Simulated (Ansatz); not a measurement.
The same path of BCl2F + H2S (7 atoms, charge 0, multiplicity 1) was run twice with different band settings. Lost on the way: B1–F2, S5–H7. Made: B1–S5, F2–H7.

Computed with Ansatz 0.2.0, RHF/def2-SVP.

Relaxed end points:

```xyz
7
Properties=species:S:1:pos:R:3
B 0.058 0.575 -0.221
F -0.059 0.697 1.068
Cl 1.636 0.736 -0.955
Cl -1.387 0.342 -1.185
S 0.245 -2.868 0.768
H -1.047 -3.086 0.515
H 0.026 -2.425 2.008
```

```xyz
7
Properties=species:S:1:pos:R:3
B 0.086 -0.602 -0.694
F -0.099 -0.048 2.514
Cl 1.547 0.349 -0.875
Cl -1.461 0.040 -1.207
S 0.253 -2.268 0.001
H -1.035 -2.620 -0.040
H 0.181 -0.880 2.297
```

Common settings: movable images 5; climbing image yes; spring 5.0 eV/Å²; optimiser quadratic models (default); start path through a guess of the saddle point; iteration limit 60; end points relaxed.

| run | force threshold |
| --- | --- |
| 1 | 0.03 eV/Å |
| 2 | 0.5 eV/Å |

What does each run give, and how far can it be trusted?

Run 1: converged after 21 iterations, highest image 2.291 eV above the first end. Neighbouring images differ by up to 1.4 eV, so the band resolves the path poorly. A vibrational analysis at the climbing image gives one clearly imaginary mode, 1625i cm⁻¹: a first-order saddle point.
Run 2: converged after 12 iterations, highest image 2.303 eV above the first end. The threshold of 0.5 eV/Å is loose, so the images may lie well off the minimum-energy path. Neighbouring images differ by up to 1.5 eV, so the band resolves the path poorly. The order of the point at the top wasn't checked.
The orbitals stay closed-shell, which can raise the energy where a bond breaks towards radicals; this wasn't checked here.
